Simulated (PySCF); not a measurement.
## Spin–spin coupling constants

Bonds (- single, = double, # triple, : aromatic): C1=C2, C2-O3, O3-C4, C2-N5, N5-Ge6, N5-Ge7. C1 carries H8, H9; C4 carries H10, H11, H12; Ge6 carries H13, H14, H15; Ge7 carries H16, H17, H18. H9 is cis to O3; H8 is trans to O3.

Couplings: B3LYP/pcJ-1 (pcSseg-1 on Ge) (spin–dipole term only in couplings to heteroatoms) in PySCF, geometry PBE0-D3(BJ)/def2-SVP; gas phase, one conformer, non-relativistic. Couplings are averaged over pairs made equivalent by symmetry, fast rotation or ring inversion, so a value needn't be that of the named pair in this geometry, while other rotamers aren't included; one pair stands for each set, and the list holds a selection of those of at least 0.8 Hz over up to four bonds, among pairs with at least one C or N or H atom (others weren't computed).

Isotopes: ¹³C, ¹H, ¹⁷O, ¹⁵N. Couplings to quadrupolar nuclei such as 17O and 33S are rarely resolved in practice.

```json
{"pair": "C1, C2", "bonds": "1", "J (Hz)": "99.3"}
{"pair": "C1, H8", "bonds": "1", "J (Hz)": "170.5"}
{"pair": "C1, H9", "bonds": "1", "J (Hz)": "173.6"}
{"pair": "C2, O3", "bonds": "1", "J (Hz)": "?"}
{"pair": "C2, N5", "bonds": "1", "J (Hz)": "-13.9"}
{"pair": "O3, C4", "bonds": "1", "J (Hz)": "?"}
{"pair": "C4, H10", "bonds": "1", "J (Hz)": "?"}
{"pair": "C1, O3", "bonds": "2", "J (Hz)": "1.0"}
{"pair": "C1, N5", "bonds": "2", "J (Hz)": "-4.2"}
{"pair": "C2, C4", "bonds": "2", "J (Hz)": "-1.1"}
{"pair": "C2, H8", "bonds": "2", "J (Hz)": "6.0"}
{"pair": "O3, N5", "bonds": "2", "J (Hz)": "9.9"}
{"pair": "N5, H13", "bonds": "2", "J (Hz)": "-5.4"}
{"pair": "H10, H11", "bonds": "2", "J (Hz)": "-11.2"}
{"pair": "H13, H14", "bonds": "2", "J (Hz)": "?"}
{"pair": "C1, C4", "bonds": "3", "J (Hz)": "?"}
{"pair": "C2, H10", "bonds": "3", "J (Hz)": "?"}
{"pair": "C2, H13", "bonds": "3", "J (Hz)": "1.2"}
{"pair": "O3, H8", "bonds": "3", "J (Hz)": "-2.4"}
{"pair": "C4, N5", "bonds": "3", "J (Hz)": "-1.7"}
{"pair": "N5, H8", "bonds": "3", "J (Hz)": "-1.3"}
{"pair": "N5, H9", "bonds": "3", "J (Hz)": "?"}
{"pair": "C1, H13", "bonds": "4", "J (Hz)": "0.9"}
{"pair": "O3, H13", "bonds": "4", "J (Hz)": "-2.3"}
{"pair": "C4, H8", "bonds": "4", "J (Hz)": "1.6"}
{"pair": "C4, H9", "bonds": "4", "J (Hz)": "?"}
```

Task: Estimate the withheld couplings, with signs.

Result: 
- ¹J(C2,O3) = 20.0 Hz (bond length 1.357 Å)
- ¹J(O3,C4) = 20.6 Hz (bond length 1.400 Å)
- ¹J(C4,H10) = 149.5 Hz (bond length 1.097 Å, sp3 carbon)
- ²J(H13,H14) = 20.1 Hz (mean over equivalent pairs that range from 17.1 to 24.3 Hz in this conformer)
- ³J(C1,C4) = 4.4 Hz (dihedral angle 0°)
- ³J(C2,H10) = 4.7 Hz (mean over equivalent pairs that range from 1.3 to 11.4 Hz in this conformer)
- ³J(N5,H9) = -4.8 Hz (dihedral angle 180°)
- ⁴J(C4,H9) = 1.2 Hz

Relativistic effects of the heavier atoms present are left out.
